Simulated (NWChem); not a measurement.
# C$_{2}$H$_{6}$N, doublet; SMILES C[CH]N

```xyz
9

C      0.1901     1.2470    -0.0166
C     -0.5161    -0.0534     0.1114
N      0.2160    -1.2205    -0.0990
H     -0.4647     2.0810     0.2753
H      1.0845     1.2903     0.6322
H      0.5436     1.4514    -1.0498
H     -1.5710    -0.1169    -0.1753
H      1.1390    -1.2186     0.3274
H     -0.2765    -2.0762     0.1353
```
Atoms are numbered in this order, from 1.

Program: NWChem. Spin-unrestricted. Coordinates come from a PBE0/def2-SVP, spin-unrestricted optimisation. No stability test was run on the SCF state. Solvent water, SMD (1 M gas to 1 M solution), gas-phase geometry. Reactions with the solvent are ignored.

**Question.** Predict the results for M06-2X/3-21G. Quantities: solvation free energy (kcal/mol); cavity-dispersion-structure term (kcal/mol); dipole in solution (D).

**Answer.** 
```
Quantity                                     Value
-------------------------------------------  -----
solvation free energy (kcal/mol)              -2.6
cavity-dispersion-structure term (kcal/mol)    3.0
dipole in solution (D)                        1.47
```
